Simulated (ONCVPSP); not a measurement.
**Transferability test, ONCV potential for vanadium**

* Element: vanadium
* Generator: ONCVPSP 4.0.1
* Type: optimised norm-conserving Vanderbilt (ONCV)
* Functional: LDA (Perdew-Wang 92)
* Relativity: scalar-relativistic
* Frozen core: [Ne]
* Valence charge: 13
* Reference configuration: 3s2 3p6 3d3 4s1 (charge +1)
* Partial waves: 3s+4s: rc 1.80 bohr, ncon 4, nbas 7, qcut 6.5 1/bohr, 2 projectors; 3p: rc 1.25 bohr, ncon 5, nbas 8, qcut 11.9 1/bohr, 2 projectors, debl 3.4 Ha; 3d: rc 2.20 bohr, ncon 3, nbas 8, qcut 7.6 1/bohr, 2 projectors, debl 3.3 Ha; f scattering state at 0.22 Ha: rc 2.25 bohr, ncon 3, nbas 6, qcut 5.5 1/bohr, 2 projectors, debl 3.1 Ha
* Local potential: polynomial inside 0.85 bohr (lpopt 5, dvloc0 -1 Ha)
* Core correction: Teter function, fcfact 3.5, rcfact 1.55

Energies are relative to the spin-unpolarised reference configuration 3s2 3p6 3d3 4s1; without spin polarisation the order of configurations can differ from experiment.

```json
{"valence configuration": "3s2 3p6 3d3 4s2", "charge": "0", "ΔE all-electron (eV)": "-7.934", "error AE − PS (meV)": "+1.8"}
{"valence configuration": "3s2 3p6 3d3 4s0", "charge": "+2", "ΔE all-electron (eV)": "14.538", "error AE − PS (meV)": "-0.5"}
```

What are ΔE and the potential's error for 3s2 3p6 3d2 4s0?

ΔE = 43.701 eV all-electron; the error (AE − PS) is +188 meV.

What are ΔE and the potential's error for 3s2 3p5 3d3 4s2?

ΔE = 42.956 eV all-electron; the error (AE − PS) is -153 meV.

Levels in the configuration 3s2 3p6 3d2 4s0:

```
level  all-electron (eV)  pseudo (eV)
   3s           -103.449     -103.158
   3p            -77.273      -76.966
   3d            -37.218      -36.695
```

Note: ghosts flagged at negative energy: f at -431.1 eV; no localised positive-energy state flagged. A true bound ghost makes a file unfit for plane-wave use.
